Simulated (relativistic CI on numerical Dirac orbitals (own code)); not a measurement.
**Ta⁷⁺: q coefficients and field-shift factors**

These numbers are calculated, not measured: Dirac-Coulomb-Breit CI, separate exchange-only KLI orbitals for each configuration, derivatives by finite differences, unscaled Slater integrals, QED left out (own radial code, finite nucleus).

CI space (outside the closed core [Kr] 4d10): 4f13 5s2 5p5, 4f12 5s2 5p6, 4f14 5s2 5p4, 4f13 5s 5p6, 4f13 5s2 5p4 5d, 4f14 5s2 5p3 5d, 4f14 5s 5p5, 4f11 5s2 5p6 6s. Levels of other configurations are missing.

With x = (α/α₀)² − 1 an excitation energy changes as ω = ω₀ + qx; K = 2q/ω₀ is the relative enhancement. Terms are leading LS components, so labels can repeat. The field-shift factor is F = δν/δ⟨r²⟩ for the transition from the lowest level.

Lowest level 4f12 5s2 5p6 3H_6.

```tsv
Level	ω₀ (cm⁻¹)	q (cm⁻¹)	K	F (GHz/fm²)
4f12 5s2 5p6 3F_4	8424.1	249.1	0.0591	-0.191
4f12 5s2 5p6 3H_5	14200.3	13320	1.88	0.714
4f13 5s2 5p5 3F_4	17196.6	78390	9.12	-19.6
4f13 5s2 5p5 1F_3	17858.8	81140	9.09	-20.4
4f12 5s2 5p6 3H_4	21193.9	16590	1.57	0.343
4f13 5s2 5p5 3G_5	21910.5	79900	7.29	-20.3
4f12 5s2 5p6 3F_3	24325.3	15830	1.3	0.249
4f12 5s2 5p6 3F_2	24909.7	7882	0.633	0.562
4f13 5s2 5p5 3F_3	30828.3	91870	5.96	-19.2
4f13 5s2 5p5 1D_2	31813.8	86390	5.43	-21
4f12 5s2 5p6 1G_4	34723.6	25670	1.48	1.51
4f13 5s2 5p5 3D_2	37210.1	92250	4.96	-19.7
4f13 5s2 5p5 3G_4	43670.9	94690	4.34	-19.7
4f13 5s2 5p5 3D_1	45637.6	94470	4.14	-19.5
4f12 5s2 5p6 1D_2	45792.6	16590	0.725	-0.291
4f12 5s2 5p6 1I_6	55371.6	10360	0.374	1.52
4f12 5s2 5p6 3P_0	58141.1	11950	0.411	-0.35
4f12 5s2 5p6 3P_1	61389.1	13210	0.43	1.46
4f12 5s2 5p6 3P_2	63425.1	30540	0.963	-0.859
4f14 5s2 5p4 3P_2	70059.2	140700	4.02	-34.7
4f14 5s2 5p4 1S_0	90500.0	138400	3.06	-32.7
4f13 5s2 5p5 3D_3	107044.8	184100	3.44	-34.4
4f13 5s2 5p5 1G_4	109875.9	184700	3.36	-34.5
```

At this charge configurations can still be misplaced by up to about 7 % of their energy. Terms inside the open d or f shell come out 10 to 20 % too wide with unscaled integrals. Levels and lines within the n = 5 or 6 shells can be off by up to 10 % or somewhat more, and those that change n by about 2 %, since core polarisation is missing. Levels that differ in their count of f electrons can be misplaced by several ten thousand cm⁻¹, since the correlation energy of f electrons is missing or only estimated; rates across such gaps can be off by orders of magnitude.
